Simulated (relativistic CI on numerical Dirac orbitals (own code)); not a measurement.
## Radial parameters of Sn VI

Computed by Dirac-Coulomb-Breit CI, separate exchange-only KLI orbitals for each configuration, model QED, valence Slater integrals scaled by 0.85, P86 correlation energy added to each configuration (own radial code, finite nucleus).

Slater integrals F^k, G^k are unscaled and averaged over j, outside the closed core [Ar] 3d10; ζ comes from projecting the Hamiltonian with its Breit term on Σ l·s of the shell.

- 4s2 4p6 4d9: ζ(4d) = 3392.5 cm⁻¹; <r>(4d) = 1.036, <r^2>(4d) = 1.25 (bohr units).
- 4s2 4p6 4d8 5s: F^2(4d,4d) = 99001, F^4(4d,4d) = 65764, ζ(4d) = 3549.7, G^2(4d,5s) = 17505 cm⁻¹; <r>(4d) = 1.019, <r^2>(4d) = 1.208, <r>(5s) = 1.904, <r^2>(5s) = 4.048 (bohr units).
- 4s2 4p6 4d8 4f: F^2(4d,4d) = 98790, F^4(4d,4d) = 65610, ζ(4d) = 3541.8, F^2(4d,4f) = 52140, F^4(4d,4f) = 31038, G^1(4d,4f) = 58200, G^3(4d,4f) = 34775, G^5(4d,4f) = 24123, ζ(4f) = -60.713 cm⁻¹; <r>(4d) = 1.021, <r^2>(4d) = 1.213, <r>(4f) = 1.963, <r^2>(4f) = 4.7 (bohr units).

Give the Racah parameters of the d shell in 4s2 4p6 4d8 5s.

B = F²/49 − 5F⁴/441 = 1275 cm⁻¹ and C = 35F⁴/441 = 5219 cm⁻¹.

In this model ζ of a weakly bound d, f or g electron outside closed shells comes out too small, for d by up to a factor of two or three and at times with the wrong sign; that of an outer p electron is too small as well.

Averages of the first 10 configurations, taken without configuration mixing, which lowers the lowest level and can move excited configurations by several eV; other configurations of the list can lie among them:

```tsv
Configuration	Parity	States	Average energy above the lowest level (eV)
4s2 4p6 4d9	even	10	0.5
4s2 4p6 4d8 5s	even	90	30.3
4s2 4p6 4d8 4f	odd	630	60.2
4s2 4p6 4d8 5p	odd	270	41.8
4s2 4p5 4d10	odd	6	74.6
4s2 4p6 4d8 5d	even	450	57.5
4s2 4p6 4d8 6s	even	90	62.0
4s2 4p6 4d8 6p	odd	270	66.6
4s2 4p6 4d8 5f	odd	630	73.3
4s2 4p6 4d8 6d	even	450	73.4
```
